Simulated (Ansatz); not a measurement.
Species: H4O4Si, SMILES `O[Si](O)(O)O` with one electron removed (charge 1, multiplicity 2).

### Question
Give a relaxed geometry from Ansatz (a program for electronic structure) with B3LYP-D3(BJ)/def2-TZVP.

### Answer
This is not unique; one that fits is the end point of this relaxation, one of several conformers (outside a Z-matrix the atoms follow the SMILES, hydrogens last).
Cartesian coordinates (Å) in one orientation:
```xyz
9

O     -1.017     1.255    -0.317
Si    -0.058     0.066     0.094
O      1.397     0.130    -0.747
O     -0.397    -1.268    -0.873
O      0.232    -0.362     1.589
H     -1.201     2.080     0.144
H      2.147    -0.436    -0.476
H     -0.759    -1.143    -1.773
H     -0.344    -0.322     2.360
```
